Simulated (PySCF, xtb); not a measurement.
In(NH2)3 (H6InN3), SMILES [NH2][In]([NH2])[NH2].

GFN2-xTB run with xtb at its own geometry gives an orbital gap of 3.02 eV and a dipole moment of 1.45 D.

Geometry: B3LYP-D3(BJ)/def2-SVP. The def2 effective core potentials stand for the cores of In; spin–orbit coupling is left out. One conformer was computed; it need not be the lowest.

Q: What does PySCF with PBE/def2-TZVP give? (An estimate is asked for; the answer gives what the named calculation found.)

A: gap 3.74 eV (levels -5.41 and -1.67 eV), dipole 1.01 D.
